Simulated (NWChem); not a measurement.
The numbers come from NWChem runs, not from measurements. System: OPb, charge 0, spin multiplicity 1, at a geometry optimised with B3LYP/def2-SVP with def2 effective core potentials on Pb. The structure started from a generated list of species. Level: CCSD(T)/def2-TZVP with def2 effective core potentials on Pb, 5 core orbitals frozen.

The NWChem input:

```
start mol
memory heap 100 mb stack 700 mb global 1900 mb
geometry units angstroms nocenter noautoz
  Pb     0.000000     0.000000     0.172787
  O      0.000000     0.000000    -1.771069
  symmetry group C2v
end
basis spherical
  * library def2-tzvp
end
ecp
  Pb library def2-ecp
end
scf
  rhf
  nopen 0
  maxiter 100
  thresh 1e-7
  semidirect memsize 60000000 filesize 0
end
tce
  freeze core 5
  ccsd(t)
  2eorb
  2emet 13
  thresh 1e-6
  maxiter 100
  tilesize 24
end
task tce energy
```

Output (cleaned and shortened):

```
             Northwest Computational Chemistry Package (NWChem) 7.3.0
             --------------------------------------------------------

                                NWChem Input Module
                                -------------------

 Scaling coordinates for geometry "geometry" by  1.889725989
 (inverse scale =  0.529177249)

 Turning off AUTOSYM since
 SYMMETRY directive was detected!

                             Geometry "geometry" -> ""
                             -------------------------

 Output coordinates in angstroms (scale by  1.889725989 to convert to a.u.)

  No.       Tag          Charge          X              Y              Z
 ---- ---------------- ---------- -------------- -------------- --------------
    1 Pb                  82.0000     0.00000000     0.00000000     0.17278700
    2 O                    8.0000     0.00000000     0.00000000    -1.77106900

 Effective nuclear repulsion energy (a.u.)     178.5833288802

            Nuclear Dipole moment (a.u.)
            ----------------------------
        X                 Y               Z
 ---------------- ---------------- ----------------
     0.0000000000     0.0000000000    -0.0000340151

      Symmetry information
      --------------------

 Group name             C2v
 Group number             16
 Group order               4
 No. of unique centers     2

      Symmetry unique atoms

     1    2


 Summary of "ao basis" -> "" (spherical)
 ------------------------------------------------------------------------------
       Tag                 Description            Shells   Functions and Types
 ---------------- ------------------------------  ------  ---------------------
 *                         def2-tzvp                  on all atoms

 Summary of "ao basis" -> "ao basis" (spherical)
 ------------------------------------------------------------------------------
       Tag                 Description            Shells   Functions and Types
 ---------------- ------------------------------  ------  ---------------------
 Pb                        def2-tzvp                16       50   6s5p3d2f
 O                         def2-tzvp                11       31   5s3p2d1f

                                 NWChem SCF Module
                                 -----------------

  ao basis        = "ao basis"
  functions       =    81
  atoms           =     2
  closed shells   =    15
  open shells     =     0
  charge          =   0.00
  wavefunction    = RHF
  use symmetry    = T
  symmetry adapt  = T

 Summary of "ao basis" -> "ao basis" (spherical)
 ------------------------------------------------------------------------------
       Tag                 Description            Shells   Functions and Types
 ---------------- ------------------------------  ------  ---------------------
 Pb                        def2-tzvp                16       50   6s5p3d2f
 O                         def2-tzvp                11       31   5s3p2d1f

      Symmetry analysis of basis
      --------------------------

        a1         35
        a2          8
        b1         19
        b2         19

 Forming initial guess at       0.1s

      Superposition of Atomic Density Guess
      -------------------------------------

 Sum of atomic energies:        -294.14493010

      Non-variational initial energy
      ------------------------------

 Total energy =    -266.358821
 1-e energy   =    -534.454979
 2-e energy   =     220.183558
 HOMO         =      -0.355721
 LUMO         =      -0.047191

      Symmetry analysis of molecular orbitals - initial
      -------------------------------------------------

 !! scf_movecs_sym_adapt:   54 vectors were symmetry contaminated

  Symmetry fudging

 !! scf_movecs_sym_adapt:   44 vectors were symmetry contaminated

  Numbering of irreducible representations:

     1 a1          2 a2          3 b1          4 b2

  Orbital symmetries:

     1 a1          2 a1          3 a1          4 b1          5 b2
     6 a1          7 b1          8 b2          9 a1         10 a2
    11 a1         12 a1         13 b1         14 b2         15 a1
    16 b1         17 b2         18 a1         19 b1         20 b2
    21 a1         22 a2         23 a1         24 a1         25 b1

 Starting SCF solution at       0.6s

 ----------------------------------------------
         Quadratically convergent ROHF

 Convergence threshold     :          1.000E-07
 Maximum no. of iterations :          100
 Final Fock-matrix accuracy:          1.000E-09
 ----------------------------------------------

              iter       energy          gnorm     gmax       time
             ----- ------------------- --------- --------- --------
                 1     -266.4486109535  1.89D+00  5.12D-01      0.6
                 2     -266.6465143770  5.40D-01  1.76D-01      0.6
                 3     -266.6691838676  4.53D-01  1.68D-01      0.6
                 4     -266.6780672471  8.84D-02  2.80D-02      0.6
                 5     -266.6786782774  3.61D-03  1.09D-03      0.7
                 6     -266.6786811035  9.39D-06  2.95D-06      0.7
                 7     -266.6786811035  4.59D-09  1.47D-09      0.8

       Final RHF  results
       ------------------

         Total SCF energy =   -266.678681103533
      One-electron energy =   -535.765585808298
      Two-electron energy =    221.174304273485
 Nuclear repulsion energy =     47.912600431280

        Time for solution =      0.2s

       Symmetry analysis of molecular orbitals - final
       -----------------------------------------------

  Numbering of irreducible representations:
[...]
     1 a1          2 a1          3 b1          4 b2          5 a1
     6 a1          7 a1          8 a2          9 b2         10 b1
    11 a1         12 a1         13 b1         14 b2         15 a1
    16 b1         17 b2         18 a1         19 b1         20 b2
    21 a1         22 a1         23 a2         24 a1         25 b1

             Final eigenvalues
             -----------------

              1
    1  -20.4836
    2   -6.2003
    3   -3.8888
    4   -3.8888
    5   -3.8739
    6   -1.1968
    7   -1.1130
    8   -1.1130
    9   -1.0989
   10   -1.0989
   11   -1.0437
   12   -0.5924
   13   -0.3759
   14   -0.3759
   15   -0.3647
   16    0.0072
   17    0.0072
   18    0.0857
   19    0.1729
   20    0.1729
   21    0.2407
   22    0.2767
   23    0.2767
   24    0.3370
   25    0.3397

                       ROHF Final Molecular Orbital Analysis
                       -------------------------------------

 Vector   13  Occ=2.000000D+00  E=-3.758608D-01  Symmetry=b1
              MO Center=  4.0D-16,  9.1D-31, -1.5D+00, r^2= 1.3D+00
   Bfn.  Coefficient  Atom+Function         Bfn.  Coefficient  Atom+Function
  ----- ------------  ---------------      ----- ------------  ---------------
    56      0.407665  2 O  px                59      0.369118  2 O  px
    62      0.289783  2 O  px                16      0.164775  1 Pb px
    10     -0.151143  1 Pb px

 Vector   14  Occ=2.000000D+00  E=-3.758608D-01  Symmetry=b2
              MO Center= -4.7D-30,  2.1D-15, -1.5D+00, r^2= 1.3D+00
   Bfn.  Coefficient  Atom+Function         Bfn.  Coefficient  Atom+Function
  ----- ------------  ---------------      ----- ------------  ---------------
    57      0.407665  2 O  py                60      0.369118  2 O  py
    63      0.289783  2 O  py                17      0.164775  1 Pb py
    11     -0.151143  1 Pb py

 Vector   15  Occ=2.000000D+00  E=-3.647240D-01  Symmetry=a1
              MO Center= -1.8D-15,  3.1D-15, -6.6D-01, r^2= 3.0D+00
   Bfn.  Coefficient  Atom+Function         Bfn.  Coefficient  Atom+Function
  ----- ------------  ---------------      ----- ------------  ---------------
     6      0.380920  1 Pb s                 58     -0.348817  2 O  pz
    61     -0.317436  2 O  pz                12     -0.314393  1 Pb pz
    18      0.256221  1 Pb pz                15      0.246365  1 Pb pz
    64     -0.244387  2 O  pz                 3     -0.188288  1 Pb s
     5      0.156396  1 Pb s

 Vector   16  Occ=0.000000D+00  E= 7.188305D-03  Symmetry=b1
              MO Center= -1.4D-15,  1.2D-29,  2.5D-01, r^2= 5.3D+00
   Bfn.  Coefficient  Atom+Function         Bfn.  Coefficient  Atom+Function
  ----- ------------  ---------------      ----- ------------  ---------------
    19      0.638735  1 Pb px                16      0.304470  1 Pb px
    10     -0.296114  1 Pb px                13      0.217700  1 Pb px
    62     -0.210280  2 O  px                56     -0.161954  2 O  px

 Vector   17  Occ=0.000000D+00  E= 7.188305D-03  Symmetry=b2
              MO Center= -4.2D-30, -5.8D-16,  2.5D-01, r^2= 5.3D+00
   Bfn.  Coefficient  Atom+Function         Bfn.  Coefficient  Atom+Function
  ----- ------------  ---------------      ----- ------------  ---------------
    20      0.638735  1 Pb py                17      0.304470  1 Pb py
    11     -0.296114  1 Pb py                14      0.217700  1 Pb py
    63     -0.210280  2 O  py                57     -0.161954  2 O  py

 Vector   18  Occ=0.000000D+00  E= 8.571878D-02  Symmetry=a1
              MO Center= -1.1D-15, -2.4D-15,  7.2D-01, r^2= 8.9D+00
   Bfn.  Coefficient  Atom+Function         Bfn.  Coefficient  Atom+Function
  ----- ------------  ---------------      ----- ------------  ---------------
    21      1.291246  1 Pb pz                18     -0.614598  1 Pb pz
    34      0.281605  1 Pb d  0               5     -0.269388  1 Pb s
    64     -0.167035  2 O  pz                15      0.158716  1 Pb pz

 center of mass
 --------------
 x =   0.00000000 y =   0.00000000 z =   0.06418768

 moments of inertia (a.u.)
 ------------------
         200.414595846226           0.000000000000           0.000000000000
           0.000000000000         200.414595846226           0.000000000000
           0.000000000000           0.000000000000           0.000000000000

  Mulliken analysis of the total density
  --------------------------------------

    Atom       Charge   Shell Charges
 -----------   ------   -------------------------------------------------------
    1 Pb  22    21.15   0.06 -0.59  1.78  0.76  1.07  0.80 -0.62  6.56  0.47  0.60  0.11  9.10  0.88  0.11  0.05  0.01
    2 O    8     8.85   0.79  1.18  0.59  0.96  0.39  1.73  1.94  1.25  0.00  0.01  0.00

       Multipole analysis of the density wrt the origin
       ------------------------------------------------

     L   x y z        total         open         nuclear
     -   - - -        -----         ----         -------
     0   0 0 0      0.000000      0.000000     30.000000

     1   1 0 0      0.000000      0.000000      0.000000
     1   0 1 0     -0.000000      0.000000      0.000000
     1   0 0 1      2.398788      0.000000    -19.591239

     2   2 0 0    -21.932376      0.000000      0.000000
     2   1 1 0     -0.000000      0.000000      0.000000
     2   1 0 1      0.000000      0.000000      0.000000
     2   0 2 0    -21.932376      0.000000      0.000000
     2   0 1 1      0.000000      0.000000      0.000000
     2   0 0 2    -33.573251      0.000000     91.955980

                   NWChem Extensible Many-Electron Theory Module
                   ---------------------------------------------


            General Information
            -------------------
      Number of processors :     1
         Wavefunction type : Restricted Hartree-Fock
          No. of electrons :    30
           Alpha electrons :    15
            Beta electrons :    15
           No. of orbitals :   162
            Alpha orbitals :    81
             Beta orbitals :    81
        Alpha frozen cores :     5
         Beta frozen cores :     5
     Alpha frozen virtuals :     0
      Beta frozen virtuals :     0
         Spin multiplicity : singlet
    Number of AO functions :    81
       Number of AO shells :    27
        Use of symmetry is : on
      Symmetry adaption is : on
         Schwarz screening : 0.10D-09

          Correlation Information
          -----------------------
          Calculation type : Coupled-cluster singles & doubles w/ perturbation
   Perturbative correction : (T)
            Max iterations :      100
        Residual threshold : 0.10D-05
     T(0) DIIS level shift : 0.00D+00
     L(0) DIIS level shift : 0.00D+00
     T(1) DIIS level shift : 0.00D+00
     L(1) DIIS level shift : 0.00D+00
     T(R) DIIS level shift : 0.00D+00
     T(I) DIIS level shift : 0.00D+00
   CC-T/L Amplitude update :  5-th order DIIS
                I/O scheme : Global Array Library
        L-threshold :  0.10D-05
        EOM-threshold :  0.10D-05
 no EOMCCSD initial starts read in
 TCE RESTART OPTIONS
 SLICE:      F
 D4D5:       F
 quantumc:   F
 qrotation:  F
 pwtce:      F
 qducc:      F
 nacto:                         0
 nrotv:                         0
 nrot:                          0

            Memory Information
            ------------------
          Available GA space size is     249030239 doubles
          Available MA space size is     104839964 doubles

 Maximum block size supplied by input
 Maximum block size        24 doubles

 tile_dim =     16

 -------------------------------------------------

 Global array virtual files algorithm will be used

 Parallel file system coherency ......... OK

 4-electron integrals stored in orbital form

 v2    file size   =          1875829
 4-index algorithm nr.  13 is used
 imaxsize =       30
 imaxsize ichop =        0


CCSD iterations
 ---------------------------------------------------------
 Iter          Residuum       Correlation     Cpu    Wall
 ---------------------------------------------------------
    1   0.2543898517416  -0.6631765082655     0.3     0.3
    2   0.0758937061350  -0.5901828365859     0.3     0.3
    3   0.0401232582752  -0.6212796140535     0.3     0.3
    4   0.0424794768193  -0.6073351958284     0.3     0.3
    5   0.0405664000057  -0.6198578246715     0.3     0.3
    6   0.0044901223995  -0.6148646245414     0.3     0.3
    7   0.0042664673348  -0.6143512322342     0.3     0.3
    8   0.0022476329357  -0.6148596486056     0.3     0.3
    9   0.0032524473327  -0.6144023005501     0.3     0.3
   10   0.0024068753377  -0.6150285842662     0.3     0.3
   11   0.0002593249844  -0.6148411729264     0.3     0.3
   12   0.0001099024151  -0.6148132577322     0.3     0.3
   13   0.0000777694558  -0.6148146649523     0.3     0.3
   14   0.0000354414800  -0.6148124048929     0.3     0.3
   15   0.0000317246769  -0.6148124438986     0.3     0.3
   16   0.0000095300408  -0.6148118945420     0.3     0.3
   17   0.0000058968250  -0.6148115725514     0.3     0.3
   18   0.0000041912325  -0.6148116577648     0.3     0.3
   19   0.0000026517827  -0.6148119335871     0.3     0.3
   20   0.0000022325119  -0.6148118241675     0.3     0.3
   21   0.0000005615929  -0.6148121397912     0.3     0.3
 -----------------------------------------------------------------
 Iterations converged
 CCSD correlation energy / hartree =        -0.614812139791206
 CCSD total energy / hartree       =      -267.293493243324406

 Singles contributions
    16b1  (alpha) ---    13b1  (alpha)        0.1094935649
    17b2  (alpha) ---    14b2  (alpha)        0.1094935649

 Doubles contributions
 CCSD(T)
 Using plain CCSD(T) code
             total no. of tasks          925
 total no. of tasks / no. procs          925
                         wl_min          343           2.6
                         wl_max       448000           8.7
        thresh for no. of tasks          925

 CCSD[T]  correction energy / hartree =        -0.040184048678161
 CCSD[T] correlation energy / hartree =        -0.654996188469367
 CCSD[T] total energy / hartree       =      -267.333677292002562
 CCSD(T)  correction energy / hartree =        -0.030402273126641
 CCSD(T) correlation energy / hartree =        -0.645214412917847
 CCSD(T) total energy / hartree       =      -267.323895516451046

 Task  times  cpu:       13.9s     wall:       13.9s

 Total times  cpu:       13.9s     wall:       13.9s
```
